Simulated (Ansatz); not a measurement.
**Reading a saddle point**

A first-order saddle point of SiH3Cl3O, singlet, PBE0-D4/def2-TZVP, with one imaginary mode of 308i cm⁻¹:

```
atom    x (Å)    y (Å)    z (Å)
 Si1   0.0779   0.6044  -0.2728
  O2  -0.4801  -0.7808   0.6827
 Cl3  -1.0079   0.8688  -1.9553
 Cl4  -0.7855   1.9654   1.0698
  H5   1.4685   1.0488  -0.2170
  H6   0.1557  -1.5224   0.2280
 Cl7   1.1489  -1.5017  -1.1747
  H8  -0.5775  -0.6826   1.6393
```

Computed with Ansatz 0.2.0 (basis: def2-TZVPP and def2-QZVPP); correlated methods freeze the cores. Extrapolation: Hartree–Fock as exp(−7.88 √X), correlation as X^−2.97.

**Question.** Which contacts change along the imaginary mode, and what lies on either side? (A judgement: the text doesn't fix the answer.)

**Answer.** The calculation gives: The step is SiH₂Cl₂O ([OH][SiH]([Cl])[Cl]) + HCl → SiHCl₃ ([Cl][SiH]([Cl])[Cl]) + H₂O, with the molecules in contact on both sides. Shortening one way: Si1–Cl7, O2–H6; lengthening the same way: Si1–O2, H6–Cl7.
```csv
pair,one side (Å),saddle (Å),other side (Å)
Si1–Cl7,4.33,2.53,2.04
O2–H6,1.93,1.08,0.96
Si1–O2,1.63,1.77,3.71
H6–Cl7,1.29,1.72,2.87
```

**Question.** Which side is lower, and how far does the saddle lie above each? (To be estimated.)

**Answer.** The calculation gives: The side with Si1–O2, H6–Cl7 short is lower by 4.76 kcal/mol; the saddle lies 25.85 kcal/mol above it and 21.10 kcal/mol above the other (CCSD(T) at an estimated basis limit (MP2 extrapolated from triple and quadruple zeta, plus CCSD(T) − MP2 in triple zeta); electronic energies).

T1 diagnostic: at most 0.010.

Hydrogen chloride, the by-product of chloride precursors, can attack films and sites by steps of this kind.

Labels in which every atom is bracketed show which atoms are joined, not bond orders.

For scale, one of the runs: CCSD(T)/def2-TZVPP, 241 basis functions, launched by `ansatz run in.yaml --threads 8 --pin off --events-out ev --progress --plain --max-ram 19148MiB`. The run took 65 s on 8 CPU threads of an Arm Neoverse V2 (shared host), with 4.3 GiB of host memory at its peak.
